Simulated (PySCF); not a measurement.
Input of a run (PBE0-D3(BJ)/def2-SVP geometry optimisation, gas phase (PySCF 2.14.0)), started from GFN2-xTB:
```
{"job": {"xc": "PBE0", "basis": "def2-SVP", "d3": "d3bj", "grid": 1, "shake": 0.01, "kind": "geom"}, "charge": 0, "multiplicity": 1}
C      2.124440     1.850560     0.101470
O      1.010370     1.066320    -0.270650
C      1.005930    -0.215390     0.308490
C     -0.170800    -0.928650    -0.220330
C     -0.645750    -2.037360     0.727440
C      0.076190    -1.501180    -1.598760
Ge    -1.602050     0.502170    -0.335730
P     -1.777610     1.603270     1.682280
H      2.144750     2.018320     1.204370
H      3.047010     1.432550    -0.230290
H      1.951800     2.837260    -0.378100
H      1.963370    -0.740890     0.071380
H      0.940840    -0.108950     1.403450
H      0.138490    -2.755680     0.895420
H     -1.515220    -2.559290     0.332780
H     -0.916090    -1.596780     1.714140
H      0.437220    -0.710370    -2.262920
H     -0.836790    -1.926290    -2.015070
H      0.835130    -2.297230    -1.539660
H     -1.466390     1.381390    -1.556510
H     -2.954980    -0.210300    -0.597830
H     -0.932550     2.598880     1.297760
H     -2.909660     2.321180     1.269710
```

Output (energies in Eh, forces in Eh/bohr):
```
step   0  E = -2691.85864127  max force = 0.041076
step   1  E = -2691.86837071  max force = 0.010565
step   2  E = -2691.86901534  max force = 0.002264
step   3  E = -2691.86921834  max force = 0.001381
step   4  E = -2691.86935295  max force = 0.002516
step   5  E = -2691.86940684  max force = 0.001118
step   6  E = -2691.86942022  max force = 0.000180
optimisation converged
```

Summarise the run.

The energy falls by 6.8 kcal/mol over 7 energy and gradient evaluations, the largest force component goes from 0.0411 to 1.8e-04 Eh/bohr, and the atoms move by 0.189 Å rms after alignment. The bond that changes most is P8–H22 (three-coordinate phosphorus to P–H hydrogen), which lengthens by 0.067 Å. Bonds longer at the end by more than 0.005 Å: 12 of 22; shorter: 7. Among the angles that change most is H20–Ge7–H21, from 102.1° to 108.5°. Among the dihedrals that turn most is H12–C3–C4–C5, from 84° to 68°. The energy never rose by more than 1e-6 Eh on the way. The first step brought 90 % of the lowering.

What are the final bond lengths?

C1–O2 1.394 Å, O2–C3 1.399 Å, C3–C4 1.521 Å, C4–C5 1.526 Å, C4–C6 1.527 Å, C4–Ge7 1.989 Å, Ge7–P8 2.331 Å, C1–H9 1.108 Å, C1–H10 1.108 Å, C1–H11 1.099 Å, C3–H12 1.113 Å, C3–H13 1.112 Å, C5–H14 1.105 Å, C5–H15 1.101 Å, C5–H16 1.102 Å, C6–H17 1.100 Å, C6–H18 1.102 Å, C6–H19 1.105 Å, Ge7–H20 1.540 Å, Ge7–H21 1.547 Å, P8–H22 1.429 Å, P8–H23 1.428 Å. Numbering counts from 1 in the input's order; the species is `COC[C](C)(C)[GeH2][PH2]`.

The run used 209 basis functions and 47 SCF cycles in all. The run took 5.2 min of wall time on Arm Neoverse N1, one thread, shared host with 64 logical CPUs at a one-minute load of 16, and the process peaked at 0.90 GiB of memory.

Whether it is a minimum is left open (no frequencies). One conformer, not necessarily the lowest.
